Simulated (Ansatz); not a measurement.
Reaction (formal exchange of groups at the Si–C bond): `O[SiH](I)CF` + CH₄ → `C[SiH](O)I` + `CF`

Calculated with Ansatz (gas phase, PBE0-D4/def2-TZVP geometries, no zero-point term in ΔE). CCSD(T)/CBS adds triple-zeta CCSD(T) − MP2 to the extrapolated MP2 energy (def2 sets, frozen cores). This one scheme is used for every species. DFT in def2-TZVPP. Elements past krypton have def2 core potentials. For I outer-core shells are correlated without core-valence functions, which leaves a few kJ/mol of doubt a bond. Each species was taken in one conformer, which may not be the lowest.

`O[SiH](I)CF`:

Z-matrix (Å, degrees):
```
Si
I 1 2.451
C 1 1.886 2 103.6
O 1 1.631 2 111.7 3 122.8
H 1 1.475 2 109.4 3 -120.1
F 3 1.389 1 110.4 2 -179.4
H 3 1.096 1 111.2 2 60.0
H 3 1.096 1 110.2 2 -59.3
H 4 0.959 1 119.1 2 -54.8
```

CH₄:

```xyz
5

C     0.000    0.000    0.000
H     0.464   -0.486    0.858
H    -0.380   -0.757   -0.685
H     0.739    0.616   -0.512
H    -0.823    0.628    0.340
```

`C[SiH](O)I`:

Cartesian coordinates in Å:
```
C -1.180 -0.269 -0.101
Si 0.628 -0.162 0.295
O 1.138 1.364 0.603
I 1.872 -1.077 -1.620
H -1.474 -1.310 -0.252
H -1.765 0.143 0.726
H -1.419 0.287 -1.010
H 0.996 -0.954 1.487
H 1.205 1.979 -0.129
```

`CF`:

Cartesian coordinates in Å:
```
C -0.038 -0.048 0.003
F 0.814 1.031 -0.066
H -0.481 -0.217 -0.981
H -0.823 0.163 0.732
H 0.528 -0.930 0.312
```

```json
{"level": "PBE0-D4", "ΔE (kcal/mol)": "-4.2"}
{"level": "MP2/CBS(def2)", "ΔE (kcal/mol)": "-5.0"}
```

(1) What does CCSD(T)/CBS give? (Estimate.)

Largest T1 diagnostic among the species: 0.010.

Results:

(1) The calculation gave: -4.5 kcal/mol. The listed levels differ from it by 0.3, -0.5 kcal/mol.

From PBE to PBE0 (25 % exact exchange), in def2-TZVPP and without D4, ΔE moves by −1.0 kcal/mol.
